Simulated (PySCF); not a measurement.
SeHCl, SMILES Cl[SeH]. Heavy atoms are numbered as in [SeH:1][Cl:3]. Hydrogens are named by the atom that carries them.

Geometry optimised at B3LYP-D3(BJ)/def2-TZVP.

Computed with PBE0/pcSseg-2 in PySCF.

GIAO shieldings, no solvent; atoms alike by connectivity are averaged. δ = σ(ref) − σ: ⁷⁷Se against Me2Se (σ = 1739.2 ppm); ¹H against TMS (σ = 31.54 ppm); ³⁵Cl against HCl (σ = 943.3 ppm), references at their B3LYP-D3(BJ)/def2-TZVP geometries, non-relativistic (without spin–orbit terms, shifts of atoms bonded to Cl or Br come out too high).

Question: Estimate the chemical shifts. (Estimate from the structure and the level; the computed values follow.)

Answer: 
```csv
nucleus,atoms,count,δ (ppm)
⁷⁷Se,Se1 (SeH),1,826.5
¹H,H on Se1,1,7.16
³⁵Cl,Cl3,1,-117.3
```
